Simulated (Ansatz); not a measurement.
A made-up structure of BSiH3ClO (charge +1), closed shell:

```tsv
atom	x (Å)	y (Å)	z (Å)
B1	-0.5106	1.4009	-0.1424
Si2	0.1306	-0.5065	-0.2006
O3	0.6366	-1.1413	1.1469
Cl4	0.1390	-1.5662	-1.8592
H5	-1.6633	1.5847	0.0736
H6	0.7633	-0.4133	1.7752
H7	0.9782	-2.0256	1.3272
```

It is relaxed with PBE-D4/def2-SVP and then PBE0-D4/def2-TZVP (Ansatz 0.2.0). Atoms count as bonded within 1.22 times the sum of their covalent radii (H–H: 0.88 Å). The end point is not checked to be a true minimum.

Problem. Does its bonding change? (A judgement: the text doesn't fix the answer.)

Solution. Computed: No: no bond forms or breaks.

Where it ends: The first stage lowers the energy by 2.49 eV in 25 steps. It ends as BSiH₃ClO ([BH][Si]([OH2])[Cl]), total charge +1:
```
7
angstrom
B -0.8553 1.1104 -0.0738
Si -0.4956 -0.8121 -0.2567
O 0.6377 -1.0439 1.2260
Cl 0.7635 -1.2287 -1.7864
H -1.6708 1.9611 0.0551
H 1.5840 -0.8325 1.1652
H 0.5102 -1.8214 1.7912
```

Labels in which every atom is bracketed show which atoms are joined, not bond orders.

For scale, one of the runs: PBE0-D4/def2-TZVP relaxation, 154 basis functions, launched by `ansatz run in.yaml --threads 2 --pin off --events-out ev --progress --plain --max-ram 4352MiB`. The run took about 42 s on 2 CPU threads of an Intel Xeon Platinum 8259CL (shared host).
